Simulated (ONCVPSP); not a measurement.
**Before and after: ONCV potential for Sb**

ONCVPSP 4.0.1 input, shortened (lines: element, Z, core and valence counts, functional; n l f; lmax; l rc ep ncon nbas qcut; lloc lpopt rc5 dvloc0; l nproj debl; icmod fcfact rcfact), PBE, fully relativistic:

```
  Sb 51.00    8    3        4      upf
    1    0    2.00
    2    0    2.00
    2    1    6.00
    3    0    2.00
    3    1    6.00
    3    2   10.00
    4    0    2.00
    4    1    6.00
    4    2   10.00
    5    0    1.50
    5    1    3.50
    2
    0    1.70    0.00    5    9    3.60
    1    2.20    0.00    3    7    3.50
    2    1.05    0.00    5    9   10.70
    4    3    1.05    2.00
    0    3    0.70
    1    2    3.40
    2    2    3.10
    2    0.55    1.20
```

Open shells are filled in proportion to 2j + 1.

Change: p: nproj 3.

Cutoffs: the cutoffs (Ha) at which the residual kinetic energy of the hardest occupied pseudo-wave falls to 1 and 0.1 mHa per electron; they do not see the model core or the augmentation charge, which bear on the density cutoff. Errors are all-electron minus pseudo energies relative to the spin-unpolarised reference configuration.

Task: How do hardness, ghosts and transferability respond?

Result: The potential gets neither clearly harder nor softer (62 Ha and 78 Ha → 62 Ha and 78 Ha); both files keep a bound ghost (d, s); of the 4 tests that both files solve, the error grows in 0 and shrinks in 2 by more than 15 % and 0.3 meV (median size 0.8 → 0.4 meV); the range in which the p3/2 phases agree widens (upper end 2.5 → at the end of the scan); the range in which the p1/2 phases agree widens (upper end 2.8 → at the end of the scan).

```tsv
quantity	base	changed
cutoff, loose	62 Ha	62 Ha
cutoff, tight	78 Ha	78 Ha
bound ghosts	s, d5/2	s, d5/2
GHOST(+) flags under 300 eV	p3/2 at 70.8 eV, p1/2 at 78.5 eV	p3/2 at 180.6 eV, p1/2 at 191.1 eV
error for 4d10 5s2 5p3, meV [ΔE -4.02 eV]	+0.5	+0.5
error for 4d10 5s2 5p2, meV [ΔE 4.32 eV]	+1.1	+0.8
error for 4d10 5s2 5p1, meV [ΔE 20.31 eV]	+1.3	0.0
error for 4d10 5s1 5p4, meV [ΔE 4.07 eV]	-0.2	-0.2
s: phases at 1.72 bohr within 0.05 rad from the reference energy up to (Ha; the scan ends near 5)	to the end of the scan	to the end of the scan
p3/2: phases at 2.23 bohr within 0.05 rad from the reference energy up to (Ha; the scan ends near 5)	2.5	to the end of the scan
p1/2: phases at 2.23 bohr within 0.05 rad from the reference energy up to (Ha; the scan ends near 5)	2.8	to the end of the scan
d5/2: phases at 1.07 bohr within 0.05 rad from the reference energy up to (Ha; the scan ends near 5)	to the end of the scan	to the end of the scan
d3/2: phases at 1.07 bohr within 0.05 rad from the reference energy up to (Ha; the scan ends near 5)	to the end of the scan	to the end of the scan
rms error of d²Exc/dni dnj with the model core, mHa	4.13	4.13
```

 A true bound ghost makes a file unfit for plane-wave use even where its test errors are small: the radial tests pick states by their node count and pass the ghost by.
